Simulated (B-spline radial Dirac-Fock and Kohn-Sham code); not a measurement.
**X-ray form factors of ruthenium in several charge states**

These are calculated numbers from an atomic code on a B-spline grid; the model is configuration-average Dirac-Fock orbitals.

Configurations: Ru³³⁺ [Ne] 3s1; Ru³⁴⁺ [He] 2s2 2p6; Ru³⁵⁺ [He] 2s2 2p5; Ru³⁶⁺ [He] 2s2 2p4; Ru³⁸⁺ [He] 2s2 2p2; Ru⁴⁰⁺ [He] 2s2. The first column is f₀ of Ru³³⁺, the others are differences from it.

```
s (Å⁻¹)   Ru³³⁺  Δ Ru³⁴⁺  Δ Ru³⁵⁺  Δ Ru³⁶⁺  Δ Ru³⁸⁺  Δ Ru⁴⁰⁺
      0  11.000   -1.000   -2.000   -3.000   -5.000   -7.000
    0.1  10.978   -0.990   -1.988   -2.987   -4.984   -6.981
    0.2  10.913   -0.960   -1.954   -2.948   -4.937   -6.926
    0.3  10.806   -0.913   -1.899   -2.885   -4.860   -6.837
    0.4  10.661   -0.850   -1.825   -2.801   -4.756   -6.715
    0.5  10.481   -0.774   -1.736   -2.699   -4.629   -6.565
    0.7  10.036   -0.599   -1.525   -2.455   -4.321   -6.198
    0.9   9.510   -0.418   -1.299   -2.185   -3.970   -5.771
    1.1   8.939   -0.255   -1.084   -1.919   -3.607   -5.318
    1.4   8.064   -0.077   -0.817   -1.566   -3.090   -4.646
```
